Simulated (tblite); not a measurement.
Start geometry of `n1cpcc(C)c1C#N` from a force field or distance geometry (Å):
```
atom  x, y, z in Å
C1    -1.7615    0.6336    0.3174
C2    -0.2960    0.3715    0.1559
C3     0.6120    1.3505    0.5799
P4     2.4253    1.1991    0.4541
C5     2.5128   -0.4764   -0.2609
N6     1.4483   -1.2479   -0.5841
C7     0.1622   -0.8481   -0.3816
C8    -0.7853   -1.8499   -0.7902
N9    -1.5863   -2.6375   -1.1156
H10   -1.9614    1.6226    0.7590
H11   -2.2292   -0.1072    0.9803
H12   -2.2685    0.6090   -0.6565
H13    0.2369    2.2914    1.0045
H14    3.4900   -0.9111   -0.4845
```

Problem. What comes out of this run: tblite 0.8.0, GFN2-xTB geometry optimisation, gas phase?

Solution. 
```
atom  x, y, z in Å
C1    -1.7368    0.6157    0.3101
C2    -0.2680    0.3685    0.1671
C3     0.6505    1.3215    0.5614
P4     2.3789    1.1673    0.4544
C5     2.4360   -0.4350   -0.2508
N6     1.4373   -1.2099   -0.5665
C7     0.1715   -0.8536   -0.3784
C8    -0.8018   -1.8101   -0.7742
N9    -1.6093   -2.5619   -1.0847
H10   -1.9281    1.5945    0.7441
H11   -2.1883   -0.1468    0.9445
H12   -2.2260    0.5581   -0.6621
H13    0.2700    2.2496    0.9746
H14    3.4133   -0.8584   -0.4616
```

The energy falls by 35.9 kJ/mol over 28 L-BFGS steps, the largest force on an atom goes from 2.81 to 0.009 eV/Å, and the atoms move by 0.060 Å rms after alignment. The bond that changes most is C3–P4 (ends: aromatic CH carbon; phosphorus bonded to 2 C), which shortens by 0.085 Å. Bonds longer at the end by more than 0.005 Å: 0 of 14; shorter: 12. Among the angles that change most is N6–C7–C8, from 112.0° to 115.6°. Rotational constants go from 2666, 1086, 775.7 to 2840, 1118, 806.3 MHz. The orientation of the end geometry is arbitrary; only internal coordinates are fixed.

Hardware: an Arm Neoverse V2 with one thread, shared host with 192 logical CPUs at a one-minute load of 51. Cost: 0.15 s.

Its GFN2-xTB frequencies are all real (lowest 73 cm⁻¹).

The numbers are calculated, not measured.
